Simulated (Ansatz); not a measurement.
# Nudged elastic band run: C₂H₆BF

input.yaml

```yaml
crystal:
  periodic: [false, false, false]
  atoms:
    - { symbol: C, position_ang: [-0.892962, 0.749616, -0.295521] }
    - { symbol: C, position_ang: [-0.031469, -0.174268, 0.562122] }
    - { symbol: B, position_ang: [1.207567, -0.819958, -0.137221] }
    - { symbol: F, position_ang: [1.467414, -0.569643, -1.416317] }
    - { symbol: H, position_ang: [-1.293238, 0.222525, -1.16798] }
    - { symbol: H, position_ang: [-1.741448, 1.153226, 0.267238] }
    - { symbol: H, position_ang: [-0.311293, 1.597285, -0.672862] }
    - { symbol: H, position_ang: [-0.631827, -0.999405, 0.979151] }
    - { symbol: H, position_ang: [0.337486, 0.349041, 1.459164] }
    - { symbol: H, position_ang: [1.97277, -1.559518, 0.425226] }
basis:
  gaussian: { orbitals: "6-31G*" }
hamiltonian:
  xc: pbe0
neb:
  order_check: false
  images: 6
  f_tol: 0.05
  max_iterations: 60
  initial_path: idpp
  climbing: false
  final_atoms:
    - { symbol: C, position_ang: [-0.87110353, 0.7765519, -0.29168273] }
    - { symbol: C, position_ang: [0.08235869, -0.03424333, 0.58286555] }
    - { symbol: B, position_ang: [1.07428398, -0.98420019, -0.1620124] }
    - { symbol: F, position_ang: [1.05978637, -1.0703445, -1.48818774] }
    - { symbol: H, position_ang: [-0.32152549, 1.42814456, -0.97925356] }
    - { symbol: H, position_ang: [-1.5004394, 0.12261664, -0.90455504] }
    - { symbol: H, position_ang: [-1.53402582, 1.40971828, 0.30769101] }
    - { symbol: H, position_ang: [-0.4746587, -0.65303456, 1.30537816] }
    - { symbol: H, position_ang: [0.68604336, 0.62582603, 1.22675031] }
    - { symbol: H, position_ang: [1.88228055, -1.67213383, 0.40600645] }
```

Command:

```bash
$ ansatz run input.yaml --threads 1 --pin off --max-ram 2048MiB --backend cpu --events-out ev --progress --plain --runs-dir out
```

Output, in part (warnings, iteration lines, the closing report on the highest movable image, with atoms numbered from 0):

```
NEB end point (image 0): max|allowed force component| = 1.570e-3 eV/Å (the criterion of neb.relax_end_points is 1.000e-2)
NEB end point (image 7): max|allowed force component| = 2.094e-3 eV/Å (the criterion of neb.relax_end_points is 1.000e-2)
NEB iter   1: max|band force component| = 6.176e-1 eV/Å  barrier→ = 0.1274 eV  barrier← = 0.1274 eV  Δτ_max = 0.0847 Å  (191 SCF iters)
NEB iter   2: max|band force component| = 2.716e-1 eV/Å  barrier→ = 0.0869 eV  barrier← = 0.0869 eV  Δτ_max = 0.0331 Å  (142 SCF iters)
NEB iter   3: max|band force component| = 3.598e-1 eV/Å  barrier→ = 0.0851 eV  barrier← = 0.0851 eV  Δτ_max = 0.0166 Å  (142 SCF iters)
NEB iter   4: max|band force component| = 1.061e-1 eV/Å  barrier→ = 0.0840 eV  barrier← = 0.0840 eV  Δτ_max = 0.0115 Å  (139 SCF iters)
NEB iter   5: max|band force component| = 4.821e-2 eV/Å  barrier→ = 0.0838 eV  barrier← = 0.0838 eV  Δτ_max = 0.0000 Å  (279 SCF iters)
Total energy: -5560.09129521 eV, -204.3295863338 hartree
Atom 0 at    -0.790808     0.875636    -0.291584 Å, force     0.001773     0.004090     0.006966 eV/Å
Atom 1 at     0.081171    -0.046984     0.573043 Å, force     0.007347     0.009312     0.001270 eV/Å
Atom 2 at     0.975273    -1.091711    -0.166340 Å, force    -0.007195     0.004377     0.001706 eV/Å
Atom 3 at     0.950011    -1.198450    -1.490941 Å, force     0.009311    -0.001339     0.003746 eV/Å
Atom 4 at    -0.772503     0.578256    -1.344928 Å, force    -0.018221    -0.010195     0.000352 eV/Å
Atom 5 at    -1.836265     0.869247     0.031443 Å, force    -0.000384     0.009783     0.008953 eV/Å
Atom 6 at    -0.448472     1.913976    -0.244258 Å, force     0.019016    -0.003620    -0.016486 eV/Å
Atom 7 at    -0.527833    -0.628182     1.284103 Å, force    -0.008795    -0.012433    -0.007603 eV/Å
Atom 8 at     0.745275     0.527127     1.237624 Å, force    -0.014764    -0.000497     0.010552 eV/Å
Atom 9 at     1.707151    -1.850014     0.414838 Å, force     0.011912     0.000522    -0.009456 eV/Å
Dipole moment:    -0.076364     0.102911     0.200486 e Å
```

It converged. No image climbed, so the highest image needn't sit at the top of the path.

Final band (atoms are numbered from 1 in the order of the input):

| image | path coordinate (Å) | energy (kcal/mol) | dihedral H6–C1–C2–B3 (°) |
| --- | --- | --- | --- |
| 0 | 0.00 | 0.0 | 180 |
| 1 | 0.46 | 0.4 | 163 |
| 2 | 0.92 | 1.2 | 146 |
| 3 | 1.38 | 1.9 | 128 |
| 4 | 1.84 | 1.9 | 111 |
| 5 | 2.30 | 1.2 | 94 |
| 6 | 2.76 | 0.3 | 76 |
| 7 | 3.22 | 0.0 | 59 |

The run took 2.2 min on 1 thread of AMD EPYC (Zen 3), with other jobs on the host, peak memory 0.15 GiB.
